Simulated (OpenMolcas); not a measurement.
## 2s² 2p⁴ along the 8-electron sequence

```json
{
  "Program": "OpenMolcas",
  "Method": "SS-CASPT2, IPEA 0.25 Eh, imaginary shift 0.1 Eh",
  "Basis": "ANO-RCC-VQZP",
  "Scalar Hamiltonian": "DKH2, point nucleus",
  "Spin-orbit coupling": "RASSI with atomic mean-field integrals over the reference wave functions, term energies averaged over their components"
}
```

Active space for each ion: 4 electrons in 3 orbitals (2p); closed shells correlated by CASPT2: 1s 2s.

Computed levels in cm-1 above ³P₂:

```csv
Level,O,F+,Ne2+
³P₁,150,320,604
³P₀,224,474,890
¹D₂,15450,20810,25840
¹S₀,35090,46840,57990
weight of ³P in the lowest level (%),100,100,100
```

Measured, with the error of the calculation in %. Measured levels: O, F+ from NIST Handbook of Basic Atomic Spectroscopic Data; Ne2+ from Moore, Atomic Energy Levels, vol. I, NSRDS-NBS 35 (1971 reprint of NBS Circular 467, 1949).

```tsv
Level	O	F+	Ne2+
³P₁	158 (-4.9)	341 (-6.3)	650 (-7.1)
³P₀	227 (-1.3)	490 (-3.2)	927 (-4.0)
¹D₂	15868 (-2.6)	20873 (-0.3)	25841 (0)
¹S₀	33793 (+3.8)	44918 (+4.3)	55747 (+4.0)
```

The fine-structure level ³P₀ changes by a factor of 3.97 from O to Ne2+. Its fourth root runs 3.87, 4.67, 5.46, with steps per unit of Z of 0.80, 0.80; equal steps would mean a (Z - σ)^4 law with constant σ.

¹D₂ changes by a factor of 1.67 over the same range, with steps per unit of Z of +5360, +5030 cm-1.

CASPT2 does not keep the components of a term degenerate, so their means are used; among the terms shown or strongly mixed into the levels shown the widest spread is 110 cm-1 (2s² 2p⁴ ¹D, O). With the s shell closed, the reference lacks s² → p² mixing. Computed and measured levels are paired by configuration, term and J; levels that our copy of the source lacks, or whose pairing is in doubt (as where it misses far off the trend of its configuration), stay unpaired and out of the deviations. Only configurations of the active space appear.
